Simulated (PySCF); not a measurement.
**Electronic absorption of C6H11ClOSi**

C6H11ClOSi.
Atom-mapped SMILES: `[SiH3:1][O:2][C@@H:3]1[CH2:4][C@:5]2([Cl:6])[CH2:7][C@H:8]1[CH2:9]2` (hydrogens: H10, H11, H12 on Si1; H13 on C3; H14, H15 on C4; H16, H17 on C7; H18 on C8; H19, H20 on C9)

Geometry (PBE0-D3(BJ)/def2-SVP, Å), atoms numbered from 1 in this order:
```xyz
20
C6H11ClOSi angstrom
Si     1.892   -0.036   -0.723
O      0.644   -1.128   -0.536
C     -0.566   -0.848    0.117
C     -1.462   -2.109    0.170
C     -2.656   -1.563   -0.611
Cl    -4.010   -2.677   -0.836
C     -1.997   -0.848   -1.802
C     -1.500    0.084   -0.675
C     -2.857   -0.174    0.017
H      2.169    0.649    0.579
H      3.075   -0.820   -1.165
H      1.570    1.007   -1.746
H     -0.366   -0.440    1.126
H     -0.972   -2.949   -0.340
H     -1.740   -2.416    1.188
H     -1.250   -1.403   -2.387
H     -2.737   -0.366   -2.455
H     -1.143    1.102   -0.878
H     -3.681    0.381   -0.451
H     -2.918   -0.111    1.115
```

Computed, not measured: TDDFT CAM-B3LYP/def2-SVPD, vertical, gas phase, core orbitals frozen in the response in PySCF 2.14.0, density-fitted response routines.

```
state  E (eV)  E (kJ/mol)  λ (nm)       f  |μ| (D)   main configurations (H = HOMO, L = LUMO)
   S1    7.23         698   171.4  0.0018     0.26      H-1→L (50%), H-1→L+1 (15%), H→L (11%)
   S2    7.58         732   163.5  0.0027     0.30        H→L+4 (21%), H→L+3 (17%), H→L (16%)
   S3    7.65         738   162.0  0.0001     0.05  H-2→L+4 (25%), H-2→L+3 (19%), H-2→L (12%)
   S4    7.87         760   157.5   0.014     0.68      H-3→L (43%), H-3→L+1 (12%), H→L (11%)
   S5    8.00         772   155.0   0.017     0.76                 H-1→L+1 (48%), H-1→L (13%)
   S6    8.14         786   152.2   0.042     1.16                   H→L+2 (41%), H→L+3 (27%)
   S7    8.24         795   150.4   0.040     1.14                              H-1→L+3 (48%)
   S8    8.25         796   150.3   0.068     1.48  H-2→L+2 (42%), H-2→L+3 (21%), H-2→L (11%)
   S9    8.45         815   146.7  0.0061     0.44      H→L (23%), H-3→L+1 (15%), H→L+4 (10%)
  S10    8.57         827   144.6  0.0074     0.48               H-1→L+2 (37%), H-1→L+5 (10%)
```

Triplets (Tamm–Dancoff): T1 6.91 eV, H-1→L (41%), H-1→L+1 (19%), H→L (11%); T2 6.98 eV, H→L+4 (22%), H→L+3 (17%), H→L+5 (10%); T3 7.04 eV, H-2→L+4 (24%), H-2→L+3 (17%), H-2→L+5 (11%); T4 7.50 eV, H-3→L (39%), H-3→L+1 (15%), H→L (8%).

The lowest singlet comes at 171 nm (698 kJ/mol) in the vacuum ultraviolet; it is very weak; its leading configuration is HOMO-1→LUMO (50%). The most intense listed level is S8 at 8.25 eV (150 nm, f = 0.068), 1.01 eV above S1. S7/S8 lie within about 0.01 eV of each other. Löwdin shares by element: HOMO chlorine 46%, carbon 17% or more, oxygen 9% (atoms not listed hold the other 28%); LUMO silicon 29%, hydrogen 20% or more (atoms not listed hold the other 51%). Orbital energies (eV): HOMO-3 -10.28, HOMO-2 -9.65, HOMO-1 -9.61, HOMO -9.47, LUMO 1.00, LUMO+1 1.17, LUMO+2 1.57. The oscillator strengths of these states sum to 0.199; summed over the whole spectrum of an exact calculation they would give the number of electrons, 86 (Thomas–Reiche–Kuhn). The listed states span 1.34 eV, and the widest gap between neighbours is 0.35 eV (S1 to S2). All these states lie below the vertical ionisation energy of 10.16 eV (ΔSCF). Singlets were solved by full linear response, triplets in the Tamm–Dancoff approximation.

One conformer stands for the species.

Without π bonds the low states are Rydberg-like; a valence basis with one diffuse set may place them up to an eV too high.
